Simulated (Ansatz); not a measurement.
```yaml
crystal:
  periodic: [false, false, false]
  atoms:
    - {symbol: C, position_ang: [0.480460, 0.592198, 1.356743]}
    - {symbol: C, position_ang: [0.024632, -0.085499, 0.072083]}
    - {symbol: C, position_ang: [1.077761, -1.062559, -0.426205]}
    - {symbol: C, position_ang: [-1.306537, -0.791491, 0.290768]}
    - {symbol: In, position_ang: [-0.280165, 1.458641, -1.429784]}
    - {symbol: F, position_ang: [-1.471796, 2.995237, -1.254377]}
    - {symbol: F, position_ang: [0.550372, 1.603501, -3.188578]}
    - {symbol: H, position_ang: [0.611780, -0.172491, 2.134485]}
    - {symbol: H, position_ang: [-0.249666, 1.314378, 1.729359]}
    - {symbol: H, position_ang: [1.440266, 1.102387, 1.242405]}
    - {symbol: H, position_ang: [0.781381, -1.558376, -1.353201]}
    - {symbol: H, position_ang: [1.227409, -1.843498, 0.331751]}
    - {symbol: H, position_ang: [2.044177, -0.582802, -0.596569]}
    - {symbol: H, position_ang: [-1.663545, -1.299318, -0.608868]}
    - {symbol: H, position_ang: [-1.177772, -1.559726, 1.065459]}
    - {symbol: H, position_ang: [-2.088757, -0.110582, 0.634539]}
basis:
  gaussian: {orbitals: def2-SVPD, final_grid: {core_spheres: 1, valence_spheres: 1, degree: 5}}
magnetization: {spin_polarized: true, initial_magnetization: 2}
hamiltonian: {xc: {name: PBE}}
```

```sh
$ ansatz run in.yaml --threads 4 --pin off --events-out ev --progress --plain --max-ram 11315MiB
```

Shortened log:

```
Functional definition: PBE
1975 factors; their error is unknown
mean field evaluation 1: about -14864.1478 eV, gradient 6.5e1 eV
mean field evaluation 2: about -14750.5369 eV, gradient 1.8e2 eV
mean field evaluation 4: about -14881.4761 eV, gradient 1.6e1 eV
mean field evaluation 8: about -14882.5646 eV, gradient 6.5e-1 eV
mean field evaluation 16: about -14845.7429 eV, gradient 7.4e0 eV
mean field evaluation 32: about -14850.5204 eV, gradient 2.7e-4 eV
a density is far from that of the atoms, so the factors are made again for it
2533 factors; integrals over basis functions are off by at most 8.2e-4 eV
mean field evaluation 160: about -14850.5201 eV, gradient 1.1e-4 eV
mean field evaluation 224: about -14850.5326 eV, gradient 3.2e-6 eV
mean field -14850.53258983 eV, -545.7470066239 hartree, gradient 3.2e-6 eV, S^2 2.015728; 17 other end points of the search recorded, 0 dependent functions left out
reference -14850.53269631 eV, -545.7470105367 hartree; 37, 35 occupied and 193, 195 virtual orbitals, 2533 factors
Total energy: -14850.53269631 eV, -545.7470105367 hartree
```

In this input the integration grid is far too coarse. The calculation finished and met its thresholds. The result belongs to that input, not to the molecule as meant.
